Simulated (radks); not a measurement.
All-electron atom: Ce+ in [Xe] 4f2 5d1 (not the ground configuration). Calculated with a radial shooting solver on a logarithmic mesh with Libxc functionals: scalar-relativistic Kohn-Sham, SCAN, spin-polarised, spherical densities, finite nucleus; open shells are filled with parallel spins first (spin-orbit coupling, left out, can overturn this in heavy ions); meta-GGA in the generalised Kohn-Sham scheme; Fermi nuclear charge, rms radius 4.8771 fm.

Unscreened Slater integrals over Kohn-Sham orbitals (cm^-1). They are taken over the spin-up orbitals.

\begin{tabular}{lr}
integral & value \\ \hline
F0(4f,4f) & 163210 \\
F2(4f,4f) & 72253 \\
F4(4f,4f) & 44403 \\
F6(4f,4f) & 31696 \\
F0(4f,5d) & 83172 \\
F2(4f,5d) & 23426 \\
F4(4f,5d) & 12308 \\
G1(4f,5d) & 16828 \\
G3(4f,5d) & 11557 \\
G5(4f,5d) & 8344.8 \\
F0(4f,5p) & 122640 \\
F2(4f,5p) & 47369 \\
G2(4f,5p) & 30785 \\
G4(4f,5p) & 22410 \\
F0(4f,5s) & 136830 \\
G3(4f,5s) & 32389 \\
F0(5d,5d) & 65721 \\
F2(5d,5d) & 33185 \\
F4(5d,5d) & 21526 \\
F0(5d,5p) & 79404 \\
F2(5d,5p) & 35468 \\
G1(5d,5p) & 39563 \\
G3(5d,5p) & 24178 \\
F0(5d,5s) & 82060 \\
G2(5d,5s) & 23441 \\
F0(5p,5p) & 108870 \\
F2(5p,5p) & 58450 \\
F0(5p,5s) & 116850 \\
G1(5p,5s) & 77811 \\
F0(5s,5s) & 127370 \\
\end{tabular}

Derived for the open shells (J is the average intra-shell exchange parameter used in DFT+U). 4f: F4/F2 = 0.615, F6/F2 = 0.439, J = (286 F2 + 195 F4 + 250 F6)/6435 = 5788 cm^-1. 5d: Racah B = F2/49 - 5 F4/441 = 433.2 cm^-1, C = 35 F4/441 = 1708 cm^-1, C/B = 3.94, F4/F2 = 0.649, J = (F2 + F4)/14 = 3908 cm^-1.
